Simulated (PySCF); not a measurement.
## Assignment exercise: C$_{5}$H$_{8}$BFO$_{2}$

Molfile (atoms numbered from 1):
```
C5H8BFO2
     RDKit          3D

 17 18  0  0  0  0  0  0  0  0999 V2000
    2.2482    1.1516    1.8157 F   0  0  0  0  0  0  0  0  0  0  0  0
    2.0552    0.0346    1.0532 C   0  0  2  0  0  0  0  0  0  0  0  0
    2.3779    0.3356   -0.4138 C   0  0  0  0  0  0  0  0  0  0  0  0
    1.1200    0.4878   -1.0401 O   0  0  0  0  0  0  0  0  0  0  0  0
    0.1612    0.0854   -0.1550 B   0  0  0  0  0  0  0  0  0  0  0  0
   -1.3502    0.0329   -0.4404 C   0  0  0  0  0  0  0  0  0  0  0  0
   -2.3048    0.3971    0.6829 C   0  0  0  0  0  0  0  0  0  0  0  0
   -2.1855   -1.0204    0.2616 C   0  0  0  0  0  0  0  0  0  0  0  0
    0.7102   -0.2949    1.0597 O   0  0  0  0  0  0  0  0  0  0  0  0
    2.6506   -0.7750    1.5051 H   0  0  0  0  0  0  0  0  0  0  0  0
    2.9686    1.2600   -0.4944 H   0  0  0  0  0  0  0  0  0  0  0  0
    2.9349   -0.4887   -0.8881 H   0  0  0  0  0  0  0  0  0  0  0  0
   -1.6677    0.3096   -1.4497 H   0  0  0  0  0  0  0  0  0  0  0  0
   -3.2073    0.9490    0.4079 H   0  0  0  0  0  0  0  0  0  0  0  0
   -1.8666    0.6908    1.6406 H   0  0  0  0  0  0  0  0  0  0  0  0
   -1.6682   -1.7159    0.9280 H   0  0  0  0  0  0  0  0  0  0  0  0
   -3.0055   -1.4644   -0.3088 H   0  0  0  0  0  0  0  0  0  0  0  0
  1  2  1  0
  2  3  1  0
  3  4  1  0
  4  5  1  0
  5  6  1  0
  6  7  1  0
  7  8  1  0
  5  9  1  0
  9  2  1  0
  8  6  1  0
  2 10  1  1
  3 11  1  0
  3 12  1  0
  6 13  1  0
  7 14  1  0
  7 15  1  0
  8 16  1  0
  8 17  1  0
M  END
```

Computational details: σ from GIAO-PBE0/pcSseg-1, B3LYP/pcJ-1 coupling constants (spin–dipole term only in couplings to heteroatoms), structure optimised with PBE0-D3(BJ)/def2-SVP, in PySCF (single conformer, non-relativistic, no solvent model).

δ = σ(ref) − σ, references computed at the same level: 13C, 1H vs TMS.

Problem. Assign these signals to the numbered atoms. 13C{1H} NMR (computed): δ 111.7 (CH, d, J = 285.3 Hz), 75.8 (CH2, d, J = 29.1 Hz), 6.9 (CH2), 6.5 (CH2), -6.4 (CH).

Solution. 
| δ (ppm) | atoms | environment | reason |
| --- | --- | --- | --- |
| 111.7 | C2 | sp3 CH bonded to F and O | 2 electronegative neighbours deshield it |
| 75.8 | C3 | sp3 CH2 bonded to O | the inductive effect lowers its shielding |
| 6.9 | C7 | three-membered-ring carbon | carbons of three-membered rings are unusually shielded |
| 6.5 | C8 | three-membered-ring carbon | – |
| -6.4 | C6 | three-membered-ring carbon | – |

C7 and C8 lie closer than the usual error of such a calculation, so a measured spectrum could show them in the other order.

Problem. Assign these signals to the numbered atoms. 1H NMR (500 MHz, computed): δ 5.85 (m, 1H), 4.21 (m, 1H), 4.11 (m, 1H), 0.74 (m, 1H), 0.70 (m, 1H), 0.69 (m, 1H), 0.68 (m, 1H), 0.03 (m, 1H).

Solution. 
5.85 → H10, hydrogen on an sp3 CH bonded to F and O: its carbon carries F and O, an electronegative neighbour
4.21 → H11, hydrogen on an sp3 CH2 bonded to O: its carbon carries O, hence the downfield position
4.11 → H12, hydrogen on an sp3 CH2 bonded to O
0.74 → H15, hydrogen on a three-membered-ring carbon: cyclopropane-type protons are shielded by the ring
0.70 → H14, hydrogen on a three-membered-ring carbon
0.69 → H17, hydrogen on a three-membered-ring carbon
0.68 → H16, hydrogen on a three-membered-ring carbon
0.03 → H13, hydrogen on a three-membered-ring carbon

H11 and H12; H15 and H14; H14 and H17; H17 and H16 lie closer than the usual error of such a calculation, so a measured spectrum could show them in the other order.

A carbon bonded to boron is broadened by the quadrupolar boron nucleus and is often missing from a measured spectrum. C–F couplings over four or more bonds (about 3 Hz to the para carbon of a fluoroarene) are left out. Common functionals overestimate the size of one-bond C–F couplings by tens of Hz; these are unscaled. Multiplet labels drop couplings under 1 Hz and merge nearly equal ones. Unscaled 3J(H,H) at this level run about 10 % above measured values. Shifts are as computed. Against solution values, carbons near 30 ppm lie about +2 ppm off and those near 130 ppm about +5 ppm. Of 1313 compounds with measured shifts, 239 miss one by over three times the rms of a fit or turn the order of signals round; such compounds aren't used in these exercises. Vicinal couplings across rotatable single bonds and in flexible rings belong to the one computed conformer; a conformer average would change them.
